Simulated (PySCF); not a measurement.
Match the calculated data to a structure.

All candidates are C3H11GeNSi.

- 13C NMR: chemical shifts (computed TMS as zero) by class: 147.1 (1 C), 122.7 (1 C), 59.6 (1 C) ppm [GIAO B3LYP/pcSseg-1]
- XPS: Si2p3/2 106.7, C1s 290.2, C1s 290.5, C1s 291.6, N1s 403.7, Si1s 1846.6 eV [ΔSCF SCAN, pcX-2 on the ionised atom, pcseg-1 elsewhere, spin-free X2C, 2p3/2 from a spin–orbit splitting computed afterwards within the 2p shell]
- UV, strongest line: among the 10 lowest singlet transitions: S7 at 7.32 eV (169 nm, f = 0.161) [TDDFT CAM-B3LYP/def2-SVPD]
- Polarisability: 102.7 au [CAM-B3LYP/def2-SVPD]
- Rotational structure: rotational constants A, B, C: 2.581, 1.068, 0.816 GHz [PBE0-D3(BJ)/def2-SVP]
- 1H NMR: chemical shifts (computed TMS as zero) by class: 6.00 (1 H), 5.28 (1 H), 5.22 (1 H), 4.79 (3 H), 4.51 (3 H), 3.41 (2 H) ppm [GIAO B3LYP/pcSseg-1]

Gas-phase values; electronic properties from PySCF, density fitting. Levels stand in brackets. The structure is a single PBE0-D3(BJ)/def2-SVP conformer in the gas phase; no vibrational or solvent corrections. Relativistic effects, spin–orbit coupling among them, are left out (core-ionisation runs apart) although an element past zinc is present. NMR values are class means; diastereotopic atoms form classes of their own.

Problem. Which candidate is it?
A. `C=CC[N]([SiH3])[GeH3]`
B. `[GeH3][NH][SiH2]C1CC1`
C. `[SiH3][N]([GeH3])C1CC1`

Solution. A. It is `C=CC[N]([SiH3])[GeH3]`. Numbering: `[CH2:1]=[CH:2][CH2:3][N:4]([SiH3:5])[GeH3:6]`. 3 carbons fall into 3 classes; from least to most shielded: alkene CH carbon [C2] (147.1 ppm), terminal =CH2 carbon [C1] (122.7 ppm), sp3 carbon bound to nitrogen [C3] (59.6 ppm). Hydrogen classes from least to most shielded: 1 H on an alkene CH carbon, C2 (6.00 ppm), 1 H on a terminal =CH2 carbon, C1 (5.28 ppm), 1 H on a terminal =CH2 carbon, C1 (5.22 ppm), 3 H on a germanium bonded to N and 3 H, Ge6 (4.79 ppm), 3 H on an SiH3 silicon, Si5 (4.51 ppm), 2 H on an sp3 carbon bound to nitrogen, C3 (3.41 ppm). The core levels belong to: Si2p3/2 106.7 eV, SiH3 silicon [Si5]; C1s 290.2 eV, terminal =CH2 carbon [C1]; C1s 290.5 eV, alkene CH carbon [C2]; C1s 291.6 eV, sp3 carbon bound to nitrogen [C3]; N1s 403.7 eV, silicon-bound nitrogen [N4]; Si1s 1846.6 eV, SiH3 silicon [Si5]. No core level of Ge was computed. The hole state at 290.5 eV has ⟨S²⟩ = 0.83 against 0.75, so that value is less sure. The optimised geometry has point group C1 and is an asymmetric top. NMR values of atoms bound to Ge lack the spin–orbit term that these neighbours bring.

The others, at the same levels:
- `[GeH3][NH][SiH2]C1CC1` fails: its computed core binding energies are Si2p3/2 106.4, C1s 290.1, C1s 290.6 (×2), N1s 403.8, Si1s 1846.3 eV and rotational constant A is 3.327 GHz (against 2.581 GHz).
- `[SiH3][N]([GeH3])C1CC1` fails: its computed core binding energies are Si2p3/2 106.7, C1s 290.5 (×2), C1s 291.4, N1s 403.8, Si1s 1846.6 eV, rotational constant A is 2.240 GHz (against 2.581 GHz) and smallest rotational constant is 0.915 GHz (against 0.816 GHz).

Each candidate is one conformer, not necessarily the lowest. Dipoles, sizes and rotational constants follow the conformer. The torsions of the flexible species, by atom-mapped SMILES:
- `[CH2:1]=[CH:2][CH2:3][N:4]([SiH3:5])[GeH3:6]`: C1–C2–C3–N4 120°, C2–C3–N4–Si5 -70°
- `[GeH3:1][NH:2][SiH2:3][CH:4]1[CH2:5][CH2:6]1`: Ge1–N2–Si3–C4 -33°, N2–Si3–C4–C5 152°
- `[SiH3:1][N:2]([GeH3:3])[CH:4]1[CH2:5][CH2:6]1`: Si1–N2–C4–C5 -131°
